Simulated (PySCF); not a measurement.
**Relaxation of singlet AsN(OH)₂**

Computed with PySCF, PBE, basis As def2-SVP, N def2-SVP, O def2-SVP, H def2-SVP (no relativity, density fitting). A (50,194) grid was used.

A hand-made trigonal planar (heavy-atom frame) start, of Cs symmetry, held to at least that symmetry:

Coordinates in bohr (charge 0 multiplicity 1):
```
As    0.1159   -0.0114    0.0000
N     3.4041   -0.0114    0.0000
O    -1.6226    2.9999    0.0000
O    -1.6226   -3.0227    0.0000
H    -1.0022    4.7046    0.0000
H    -3.4092   -3.3377    0.0000
```

**Question.** What forces act on the atoms at the start (eV/Å)?

**Answer.** 
| atom | Fx | Fy | Fz |
| --- | --- | --- | --- |
| As1 | 4.30 | 1.03 | 0.00 |
| N2 | -3.21 | -0.19 | 0.00 |
| O3 | -2.25 | -2.41 | 0.00 |
| O4 | 1.08 | 0.84 | 0.00 |
| H5 | 1.31 | 0.30 | 0.00 |
| H6 | -1.22 | 0.43 | 0.00 |

**Question.** What does it relax to?

**Answer.** It ends at Cs with As–N 1.637 Å, As–O 1.792 Å, As–O 1.818 Å, O–H 0.981 Å, O–H 0.983 Å; As–O–H 106.1°, As–O–H 107.4°, N–As–O 133.7°, N–As–O 134.1°, O–As–O 92.3° (after a last refinement on a finer grid). A frequency run shows a minimum. Other isomers or separated fragments may lie lower.

**Question.** How much energy is released, and in how many steps?

**Answer.** 123.2 kJ/mol in 9 steps.
